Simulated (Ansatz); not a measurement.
Ansatz (a program for electronic structure) input:
A basis named .json is the Basis Set Exchange file of that set.

Ansatz 0.2 input:
```yaml
crystal:
  periodic: [false, false, false]
  atoms:
    - {symbol: Si, position_ang: [0.02996385, -0.00070535, 0.00895601]}
    - {symbol: C, position_ang: [1.58871561, -0.78869685, -0.59679367]}
    - {symbol: C, position_ang: [-1.15720878, 0.15694704, -1.43240562]}
    - {symbol: N, position_ang: [-0.84067727, -0.87512610, 1.22006521]}
    - {symbol: N, position_ang: [0.52359982, 1.45402214, 0.78489300]}
    - {symbol: H, position_ang: [2.53600558, -0.70814600, -0.07239243]}
    - {symbol: H, position_ang: [1.61703824, -1.44919101, -1.45787244]}
    - {symbol: H, position_ang: [-2.08074869, 0.65295379, -1.12611190]}
    - {symbol: H, position_ang: [-1.42172787, -0.82114243, -1.84405656]}
    - {symbol: H, position_ang: [-0.71074863, 0.74266426, -2.23872344]}
    - {symbol: H, position_ang: [-1.48185400, -1.60591968, 0.95343400]}
    - {symbol: H, position_ang: [-0.39453765, -1.08861624, 2.09926208]}
    - {symbol: H, position_ang: [-0.14483047, 2.02811472, 1.27402780]}
    - {symbol: H, position_ang: [1.29241099, 1.99738414, 0.42753682]}
basis:
  gaussian:
    orbitals: cc-pV_T+d_Z.json
    fitting: {mean_field: def2-universal-jkfit, correlation: cc-pVTZ-RIFIT.json}
magnetization: {spin_polarized: true, initial_magnetization: 1}
correlation: {method: mp2, electrons: outside_noble_gas}
```

**Question.** Which total energy does the run end on?

**Answer.** -479.82243 Eh (RI-MP2/cc-pV(T+d)Z). The basis has 285 functions.

It need not be the lowest isomer of its formula.
